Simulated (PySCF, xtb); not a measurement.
Mn(OH)3 (H₃MnO₃), SMILES [OH][Mn]([OH])[OH] (connectivity only; charge and spin as stated), neutral, multiplicity 5. The values are those of a single conformer.

Harmonic wavenumbers (cm⁻¹) from GFN2-xTB run with xtb at its own minimum, in rising order: 106, 167, 167, 396, 443, 452, 478, 511, 550, 570, 604, 639, 3531, 3667, 3697.

Task: What does PBE0-D3(BJ)/def2-SVP in PySCF 2.14.0 give at its own minimum? (An estimate is asked for; the answer gives what the named calculation found.)

Result: 109, 132, 163, 176, 219, 315, 490, 567, 662, 699, 738, 851, 3876, 3951, 3955. Paired by order, the mean absolute difference is 144 cm⁻¹ and the zero-point energies are 22.8 and 24.2 kcal/mol.
